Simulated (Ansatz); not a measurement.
`N[SiH](Cl)Br` + `CC(C)F` → `C[SiH](Cl)Br` + `CC(N)F`  (formal exchange of groups at the Si–N bond)

Program: Ansatz. Geometries: PBE0-D4/def2-TZVP. ΔE: electronic, gas phase. CCSD(T)/CBS adds triple-zeta CCSD(T) − MP2 to the extrapolated MP2 energy (def2 sets, frozen cores). DFT in def2-TZVPP. HSE06 is defined as in plane-wave codes. For Br outer-core shells are correlated without core-valence functions, which leaves a few kJ/mol of doubt a bond. Scalar relativity is left out up to krypton. One conformer a species, not always the lowest.

Problem. Is it downhill or uphill in electronic energy at CCSD(T)/CBS, and by how much? (An estimate is asked.)

Solution. The calculation gave: Uphill: ΔE = +54.8 kJ/mol.

Problem. What do these levels give: BHLYP-D4, ωB97X-V, ωB97M-V, PBE-QIDH, HSE06, MP2/def2-TZVPP? (Best estimate.)

Solution. The calculation gave: BHLYP-D4 55.7, ωB97X-V 49.8, ωB97M-V 50.9, PBE-QIDH 51.5, HSE06 47.1, MP2/def2-TZVPP 54.4 kJ/mol.

Largest T1 diagnostic among the species: 0.010.

From PBE to PBE0 (25 % exact exchange), in def2-TZVPP and without D4, ΔE moves by +3.7 kJ/mol. In def2-TZVPP, CCSD(T) changes the Hartree–Fock value by −6.8 kJ/mol (the triples alone add −1.6 kJ/mol) and MP2 by −4.9 kJ/mol. Leaving LDA and LC-ωPBE aside and taking each functional with its dispersion term where it has one, the values, not all of them listed here, spread over 12.0 kJ/mol, from PBE-D4 to BHLYP-D4.
